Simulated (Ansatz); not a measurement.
`CC(=O)CC(=O)C(C)C`, relaxed with RKS PBE0-D4/def2-TZVP in the Gaussian-basis code of Ansatz from a GFN2-xTB geometry. The force threshold is 0.005 eV/Å; the program also tests the step.

Total charge 0; spin multiplicity 1.

Start:

```xyz
21

C     2.133    1.890    1.170
C     1.743    0.445    1.082
O     2.478   -0.441    0.733
C     0.281    0.184    1.418
C    -0.458    0.411    0.106
O    -0.825    1.510   -0.221
C    -0.635   -0.833   -0.737
C    -1.867   -1.589   -0.225
C    -0.801   -0.466   -2.209
H     1.387    2.492    0.652
H     3.115    2.048    0.733
H     2.150    2.199    2.214
H     0.160   -0.842    1.760
H    -0.070    0.898    2.162
H     0.252   -1.461   -0.606
H    -2.754   -0.966   -0.323
H    -1.755   -1.871    0.819
H    -2.013   -2.493   -0.811
H     0.094    0.030   -2.578
H    -0.976   -1.359   -2.804
H    -1.642    0.212   -2.332
```

| step | energy (eV) | largest force (eV/Å) | largest move (Å) |
| --- | --- | --- | --- |
| 1 | -11540.4435 | 0.562 | 0.000 |
| 2 | -11540.4650 | 0.187 | 0.056 |
| 3 | -11540.4682 | 0.116 | 0.055 |
| 4 | -11540.4687 | 0.093 | 0.012 |
| 5 | -11540.4692 | 0.049 | 0.027 |
| 6 | -11540.4695 | 0.017 | 0.011 |
| 7 | -11540.4696 | 0.016 | 0.016 |
| 8 | -11540.4698 | 0.018 | 0.016 |
| 9 | -11540.4698 | 0.016 | 0.011 |
| 10 | -11540.4698 | 0.005 | 0.004 |

End:

```xyz
21

C     2.204    1.880    1.219
C     1.735    0.461    1.120
O     2.454   -0.454    0.804
C     0.255    0.228    1.392
C    -0.472    0.425    0.069
O    -0.838    1.521   -0.273
C    -0.657   -0.814   -0.778
C    -1.829   -1.622   -0.215
C    -0.868   -0.466   -2.239
H     1.524    2.534    0.666
H     3.221    1.972    0.843
H     2.168    2.199    2.265
H     0.135   -0.789    1.762
H    -0.128    0.957    2.106
H     0.256   -1.411   -0.659
H    -2.761   -1.058   -0.305
H    -1.688   -1.882    0.836
H    -1.941   -2.552   -0.776
H    -0.018    0.089   -2.642
H    -0.995   -1.375   -2.830
H    -1.756    0.156   -2.364
```

Hardware: 4 threads of an AMD EPYC 7R13 on a shared host and a share of an NVIDIA H100 80 GB. Wall time 17 s, peak host memory 0.97 GiB.
